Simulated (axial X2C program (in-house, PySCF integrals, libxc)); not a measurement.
**ClSeCl⁺: properties at the nuclei**

Calculated with an in-house all-electron X2C program for linear molecules (integrals from PySCF): two-component X2C with atomic mean-field Coulomb and Gaunt terms, Gaussian nuclei, basis Cl dyall-av3z, Se dyall-v3z with contracted cores.

Cl–Se–Cl held linear, with bonds 2.175 and 2.175 Å (near the PBE0 minimum at charge 1 of the determinant lowest at the starting distance; the state shown can have its own minimum elsewhere, held linear; other orders of the atoms were not compared).

Determinant lowest in the PBE0 search, Ω = 1/2 (⟨Sz⟩ = -0.50, ⟨Lz⟩ = 1.00 at PBE0), spin on the atoms Cl -0.05, Se -0.39, Cl -0.05:

```
level  A∥/gI Cl (MHz)  qzz Cl (a.u.)  A∥/gI Se (MHz)  qzz Se (a.u.)
 PBE0             472           0.11            2150           1.61
   HF             608           0.19            2450           1.89
  PBE             474           0.04            2010           1.75
```

Determinant 0.21 eV from it at PBE0 and this distance, Ω = 3/2 (⟨Sz⟩ = 0.50, ⟨Lz⟩ = 1.00 at PBE0), spin on the atoms Cl 0.03, Se 0.44, Cl 0.03:

```csv
level,A∥/gI Cl (MHz),qzz Cl (a.u.),A∥/gI Se (MHz),qzz Se (a.u.)
PBE0,124,0.08,214,1.53
HF,217,0.13,-173,2.03
PBE,112,0.02,239,1.66
```

A∥ (defined per Ω) follows by multiplying with gI = μI/(I μN); qzz is the electric field gradient, eQq0 = 234.96 MHz × Q/barn × qzz. The operators were transformed with the bare-nucleus X2C matrices; with these basis sets, hyperfine constants and field gradients can be off by tens of per cent, and where levels differ in sign neither size nor sign is settled.

(1) With gI(35Cl) = 0.5479, gI(77Se) = 1.0701 (g factors from the IAEA table of nuclear moments by Stone), turn the PBE0 values of the first state into constants in MHz.

The molecule was held linear; bending was not examined, so a bent shape may lie lower.

Each state is one determinant with collinear spin. Unrestricted Hartree–Fock can overshoot spin polarisation at the nuclei. The search compared states at one distance, so a state with another bond length can lie lower. Where a field gradient or hyperfine factor spreads by more than a factor of two over the levels, a constant derived from it is not to be relied on. PBE0 term energies can be off by some tenths of an eV.

## Answers

(1) A∥(35Cl) = 472 × 0.5479 = 259 MHz; A∥(77Se) = 2150 × 1.0701 = 2300 MHz.
